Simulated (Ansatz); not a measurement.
Basis sets compared for BeMe(OH) (CH4BeO). Charge 0, multiplicity 1. Geometry PBE-D4/def2-TZVP. Ansatz on 4 threads of Arm Neoverse N1 on a shared host; times are rough, and most runs start from earlier orbitals.

Cartesian coordinates in Å:
```
Be -0.237 -0.348 -0.485
C 0.515 0.629 0.672
H -0.205 1.034 1.400
H 1.017 1.492 0.205
H 1.280 0.080 1.243
O -0.814 -1.139 -1.523
H -1.556 -1.749 -1.512
```

Binding counts from free atoms (Be singlet, C triplet, H doublet, O triplet) in the same basis, without a counterpoise term.

```tsv
level	functions	energy (Eh)	HOMO (eV)	LUMO (eV)	binding per atom (eV)	wall time
PBE-D4/def2-SVP	57	-130.2690	-6.98	-0.36	3.87	0.45 s
PBE0-D4/def2-SVP	57	-130.2841	-8.42	0.36	3.80	0.45 s
```

Question: Estimate the rows for PBE-D4/def2-TZVP, PBE0-D4/def2-TZVP.

Answer: 
```tsv
level	functions	energy (Eh)	HOMO (eV)	LUMO (eV)	binding per atom (eV)	wall time
PBE-D4/def2-TZVP	105	-130.4261	-7.09	-0.76	3.86	0.7 s
PBE0-D4/def2-TZVP	105	-130.4393	-8.48	-0.14	3.79	1.1 s
```
